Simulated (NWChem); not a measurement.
C₃H₆ClF; SMILES C[C@H](F)CCl

```xyz
11

C      0.6729     2.1620    -0.0545
C     -0.0209     0.8444    -0.3233
F     -1.3130     0.9170     0.1455
C      0.6788    -0.3160     0.3494
Cl    -0.0576    -1.8819    -0.0740
H      0.7459     2.3500     1.0276
H      1.6853     2.1733    -0.4840
H      0.0960     2.9812    -0.5061
H     -0.0735     0.6494    -1.4094
H      0.6218    -0.2059     1.4419
H      1.7351    -0.3516     0.0488
```
Atoms are numbered in this order, from 1.

Results from NWChem. Pople sets run with spherical d functions. Coordinates come from a PBE0/def2-SVP optimisation. Ions are spin-unrestricted doublets at the neutral geometry; other ion states weren't tried. Functional: LC-ωPBE (HJS hole) with 6-31G*; rows give the range parameter ω in 1/bohr.

Task: At which range parameter does −ε(HOMO) equal the ΔSCF ionisation energy (optimal tuning)?

Result: about 0.41 per bohr, by linear interpolation in these runs:
```csv
range parameter (1/bohr),"vertical ionisation energy, ΔSCF (eV)",−ε(HOMO) (eV),ΔSCF minus −ε(HOMO) (eV)
0.05,10.24,7.62,2.62
0.10,10.31,8.35,1.96
0.25,10.77,10.12,0.65
0.30,10.94,10.55,0.39
0.60,11.44,12.08,-0.64
```
